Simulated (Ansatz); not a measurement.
`C[SiH](O)P` + `C[SeH]` → `C[Se]P` + `C[SiH2]O`  (cleavage of the P–Si bond)

Gas-phase electronic energies from Ansatz, PBE0-D4/def2-TZVP geometries. CBS: MP2 limit from def2 TZ/QZ plus the TZ coupled-cluster correction, frozen cores. This one scheme is used for every species. DFT in def2-TZVPP. B3LYP here is the variant with VWN-RPA as its local correlation; programs differ in this. For Se outer-core shells are correlated without core-valence functions, which leaves a few kJ/mol of doubt a bond. Scalar relativity is left out up to krypton. Each species was taken in one conformer, which may not be the lowest.

```json
{"level": "ωB97X-V", "ΔE (kcal/mol)": "1.1", "difference from CCSD(T)/CBS": "0.6"}
{"level": "B2PLYP", "ΔE (kcal/mol)": "-0.1", "difference from CCSD(T)/CBS": "-0.6"}
{"level": "r2SCAN", "ΔE (kcal/mol)": "1.2", "difference from CCSD(T)/CBS": "0.7"}
{"level": "PBE0", "ΔE (kcal/mol)": "1.1", "difference from CCSD(T)/CBS": "0.6"}
{"level": "B3LYP", "ΔE (kcal/mol)": "-0.3", "difference from CCSD(T)/CBS": "-0.8"}
{"level": "CCSD/def2-TZVPP", "ΔE (kcal/mol)": "1.0", "difference from CCSD(T)/CBS": "0.5"}
{"level": "CCSD(T)/def2-TZVPP", "ΔE (kcal/mol)": "1.2", "difference from CCSD(T)/CBS": "0.7"}
{"level": "SCS-MP2/def2-QZVPP", "ΔE (kcal/mol)": "-0.7", "difference from CCSD(T)/CBS": "-1.2"}
{"level": "HF/CBS(def2)", "ΔE (kcal/mol)": "-1.5", "difference from CCSD(T)/CBS": "-2.0"}
{"level": "MP2/CBS(def2)", "ΔE (kcal/mol)": "-0.5", "difference from CCSD(T)/CBS": "-1.0"}
{"level": "CCSD(T)/CBS", "ΔE (kcal/mol)": "0.5", "difference from CCSD(T)/CBS": "0"}
```

Largest T1 diagnostic among the species: 0.012.

In def2-TZVPP, CCSD(T) changes the Hartree–Fock value by +2.5 kcal/mol (the triples alone add +0.1 kcal/mol) and MP2 by +1.5 kcal/mol.
